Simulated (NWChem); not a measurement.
Species: AgH2OCl; SMILES [OH2]->[Ag][Cl]

```xyz
5

Ag     0.0005     0.2131    -0.0202
Cl    -0.0005    -2.0682     0.0166
O     -0.0008     2.4304    -0.0142
H      0.7649     2.8526     0.3933
H     -0.7730     2.8462     0.3877
```
Atoms are numbered in this order, from 1.

All runs: NWChem. Structure relaxed at the PBE0/def2-SVP level. No frequency run checked for a minimum. def2 effective core potentials on Ag; no spin-orbit coupling. Ions are spin-unrestricted doublets at the neutral geometry; other ion states weren't tried.

**Question.** Estimate the computed values for B3LYP/def2-SVP. Quantities: vertical ionisation energy, ΔSCF (eV); −ε(HOMO) (eV).

**Answer.** The vertical ionisation energy, ΔSCF (eV) comes out as 9.24. The −ε(HOMO) (eV) is 6.41.
